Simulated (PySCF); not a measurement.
BO (SMILES [B]=O), doublet, at a GFN2-xTB geometry, with bond 2-1 at 1.3 times its length; R2SCAN/cc-pVDZ (PySCF).

The PySCF input:
```python
from pyscf import gto, scf, dft

mol = gto.Mole()
mol.atom = '''
    B    -0.00000000   -0.00000000   -0.72919485
    O     0.00000000    0.00000000    0.81122927
'''
mol.basis = 'cc-pvdz'
mol.spin = 1
mol.verbose = 4
mol.build()

mf = dft.UKS(mol)
mf.xc = 'r2scan'
mf.DIIS = scf.EDIIS
mf.kernel()
mf.analyze()
```

**Question.** What does PySCF print? Leave out banner, timings and long lists.

**Answer.** 
```
PySCF version 2.14.0

[INPUT] verbose = 4
[INPUT] num. atoms = 2
[INPUT] num. electrons = 13
[INPUT] charge = 0
[INPUT] spin (= nelec alpha-beta = 2S) = 1
[INPUT] symmetry False subgroup None
[INPUT] Mole.unit = angstrom
[INPUT] Symbol           X                Y                Z      unit          X                Y                Z       unit  Magmom
[...]
nuclear repulsion = 13.7410782926458
number of shells = 10
number of NR pGTOs = 52
number of NR cGTOs = 28
basis = cc-pvdz
ecp = {}

******** <class 'pyscf.dft.uks.UKS'> ********
method = UKS
initial guess = minao
damping factor = 0
level_shift factor = 0
DIIS = <class 'pyscf.scf.diis.EDIIS'>
diis_start_cycle = 1
diis_space = 8
diis_damp = 0
SCF conv_tol = 1e-09
SCF conv_tol_grad = None
SCF max_cycles = 50
direct_scf = True
direct_scf_tol = 1e-13
number electrons alpha = 7  beta = 6
XC library pyscf.dft.libxc version 7.1.2
    S. Lehtola, C. Steigemann, M. J. T. Oliveira, and M. A. L. Marques,  SoftwareX 7, 1–5 (2018)
XC functionals = r2scan
    J. W. Furness, A. D. Kaplan, J. Ning, J. P. Perdew, and J. Sun,  J. Phys. Chem. Lett. 11, 8208–8215 (2020)
    J. W. Furness, A. D. Kaplan, J. Ning, J. P. Perdew, and J. Sun,  J. Phys. Chem. Lett. 11, 9248–9248 (2020)
    J. W. Furness, A. D. Kaplan, J. Ning, J. P. Perdew, and J. Sun,  J. Phys. Chem. Lett. 11, 8208–8215 (2020)
    J. W. Furness, A. D. Kaplan, J. Ning, J. P. Perdew, and J. Sun,  J. Phys. Chem. Lett. 11, 9248–9248 (2020)
radial grids:
    Treutler-Ahlrichs [JCP 102, 346 (1995); DOI:10.1063/1.469408] (M4) radial grids

becke partition: Becke, JCP 88, 2547 (1988); DOI:10.1063/1.454033
pruning grids: <function nwchem_prune>
grids dens level: 3
symmetrized grids: False
atomic radii adjust function: <function treutler_atomic_radii_adjust>
small_rho_cutoff = 0
Set gradient conv threshold to 3.16228e-05
tot grids = 28128
init E= -99.7867017711274

cycle= 1 E= -99.5988790641502  delta_E= 0.188  |g|= 0.735  |ddm|= 0.962
cycle= 2 E= -93.9447057237087  delta_E= 5.65  |g|= 2.53  |ddm|= 2.13
cycle= 3 E= -98.3081177030857  delta_E= -4.36  |g|= 1.71  |ddm|= 2.54
cycle= 4 E= -98.9518533378813  delta_E= -0.644  |g|= 1.24  |ddm|= 0.354
cycle= 5 E= -98.9518533379402  delta_E= -5.88e-11  |g|= 1.24  |ddm|= 4.48e-11
cycle= 6 E= -98.9518533378556  delta_E= 8.46e-11  |g|= 1.24  |ddm|= 6.44e-11
cycle= 7 E= -98.9518533388544  delta_E= -9.99e-10  |g|= 1.24  |ddm|= 7.6e-10
cycle= 8 E= -98.951853337768  delta_E= 1.09e-09  |g|= 1.24  |ddm|= 8.27e-10
[...]
cycle= 48 E= -98.2906732397081  delta_E= -10.6  |g|= 1.63  |ddm|= 4.61
cycle= 49 E= -98.2947642655483  delta_E= -0.00409  |g|= 1.62  |ddm|= 0.0033
cycle= 50 E= -98.2947642653659  delta_E= 1.82e-10  |g|= 1.62  |ddm|= 1.47e-10
SCF not converged.
SCF energy = -98.2947642653659 after 50 cycles  <S^2> = 0.75023354  2S+1 = 2.0002335
**** SCF Summaries ****
Total Energy =                         -98.294764265365899
Nuclear Repulsion Energy =              13.741078292645795
One-electron Energy =                 -170.296719806324290
Two-electron Energy =                   58.260877248312596
Two-electron Coulomb Energy =           71.690415989499911
DFT Exchange-Correlation Energy =      -13.429538741187319
**** MO energy ****
                             alpha | beta                alpha | beta
[...]
To work with the spin densities directly, `use mulliken_meta_spin()` only printing them here.

 ** Mulliken spin pop alpha/beta on meta-lowdin orthogonal AOs **
 ** Mulliken Spin Density (per AO)  **
spin_pop of  0 B 1s        0.00033
spin_pop of  0 B 2s        0.89056
spin_pop of  0 B 3s        0.05067
spin_pop of  0 B 2px       0.00133
spin_pop of  0 B 2py       0.00133
spin_pop of  0 B 2pz       0.00401
spin_pop of  0 B 3px       0.00002
spin_pop of  0 B 3py       0.00002
spin_pop of  0 B 3pz       0.00888
spin_pop of  0 B 3dxy      0.00000
spin_pop of  0 B 3dyz     -0.00001
spin_pop of  0 B 3dz^2     0.00061
spin_pop of  0 B 3dxz     -0.00001
spin_pop of  0 B 3dx2-y2   -0.00000
spin_pop of  1 O 1s        0.00000
spin_pop of  1 O 2s        0.02249
spin_pop of  1 O 3s        0.00038
spin_pop of  1 O 2px      -0.00160
spin_pop of  1 O 2py      -0.00160
spin_pop of  1 O 2pz       0.02196
spin_pop of  1 O 3px       0.00030
spin_pop of  1 O 3py       0.00030
spin_pop of  1 O 3pz       0.00019
spin_pop of  1 O 3dxy     -0.00000
spin_pop of  1 O 3dyz     -0.00004
spin_pop of  1 O 3dz^2    -0.00009
spin_pop of  1 O 3dxz     -0.00004
spin_pop of  1 O 3dx2-y2   -0.00000
 ** Mulliken Spin Density (per atom)  **
spin density of  0 B =      0.95774
spin density of  1 O =      0.04226
 ** Mulliken pop alpha/beta on meta-lowdin orthogonal AOs **
 ** Mulliken pop       alpha | beta **
[...]
In total             7.00000 | 6.00000
 ** Mulliken atomic charges   ( Nelec_alpha | Nelec_beta ) **
charge of  0B =      1.76747  (     2.09514      1.13740 )
charge of  1O =     -1.76747  (     4.90486      4.86260 )
Dipole moment(X, Y, Z, Debye): -0.00000, -0.00000, -15.10513
```

The run did not converge; its last values are not results.
